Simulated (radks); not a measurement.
Yb67+, 3 electrons, occupied as [He] 2s1 (the NIST ground configuration). Calculated with a radial shooting solver on a logarithmic mesh with Libxc functionals: non-relativistic Kohn-Sham, LDA (Slater exchange, Perdew-Wang correlation), spin-unpolarised, spherical densities, point nucleus; relativity is left out, which matters for an element this heavy; without spin polarisation the odd electron is poorly described.

Normalised radial functions P(r) = r R(r), r in bohr:

| r | 2p | 3s |
|---|---|---|
| 0.0009887 | 0.0076 | 0.2024 |
| 0.001373 | 0.0144 | 0.2733 |
| 0.00189 | 0.0268 | 0.3625 |
| 0.002603 | 0.0496 | 0.4738 |
| 0.003613 | 0.0922 | 0.6098 |
| 0.004976 | 0.1667 | 0.7560 |
| 0.006853 | 0.2961 | 0.8952 |
| 0.009513 | 0.5202 | 0.9882 |
| 0.0131 | 0.8711 | 0.9620 |
| 0.01804 | 1.3924 | 0.7311 |
| 0.02504 | 2.1071 | 0.2020 |
| 0.03449 | 2.8873 | -0.5761 |
| 0.0475 | 3.5048 | -1.3564 |
| 0.06593 | 3.5949 | -1.5846 |
| 0.0908 | 2.9178 | -0.6819 |
| 0.125 | 1.7221 | 1.1429 |
| 0.1736 | 0.6353 | 2.5446 |
| 0.239 | 0.1298 | 2.2120 |
| 0.3292 | 0.0115 | 0.9342 |
| 0.457 | 0.0003 | 0.1597 |
| 0.6293 | 0.0000 | 0.0093 |

2p (empty): eigenvalue -15643.3 eV, 0 radial nodes, <r> = 0.0732 bohr, 90 % of the charge inside 0.117 bohr. 3s (empty): eigenvalue -6930.4 eV, 2 radial nodes at r = 0.0274, 0.103 bohr, <r> = 0.198 bohr, 90 % of the charge inside 0.285 bohr.
